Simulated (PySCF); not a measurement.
CI2, SMILES I[C]I (connectivity only; charge and spin as stated), neutral, multiplicity 1.

Geometry: B3LYP-D3(BJ)/def2-TZVP. The def2 effective core potentials stand for the cores of I; spin–orbit coupling is left out.

Two levels are set side by side: TDDFT-PBE/def2-SVPD (PySCF) and TDDFT-LC-ωPBE/def2-SVPD (PySCF). Vertical, same geometry. The lowest singlet is HOMO→LUMO 101 % with PBE and HOMO→LUMO 100 % with the other functional; states are paired by order. Differences are taken from unrounded values.

```json
[
 {"quantity": "lowest singlet excitation (eV)", "TDDFT-PBE": "1.60"},
 {"quantity": "lowest triplet excitation (TDA) (eV)", "TDDFT-PBE": "0.75"},
 {"quantity": "first bright state (f over 0.05) (eV)", "TDDFT-PBE": "3.26"},
 {"quantity": "its oscillator strength", "TDDFT-PBE": "0.05"}
]
```

These are the TDDFT-PBE values. What does TDDFT-LC-ωPBE give? (Estimate from the structure and the level; the computed values follow.)


| quantity | TDDFT-LC-ωPBE | TDDFT-PBE minus TDDFT-LC-ωPBE |
|---|---|---|
| lowest singlet excitation (eV) | 1.35 | 0.25 |
| lowest triplet excitation (TDA) (eV) | 0.23 | 0.51 |
| first bright state (f over 0.05) (eV) | 3.82 | -0.57 |
| its oscillator strength | 0.09 | -0.03 |

Rough cost on one machine, each run with all the roots and properties that it gave: TDDFT-LC-ωPBE against TDDFT-PBE about 4 times.
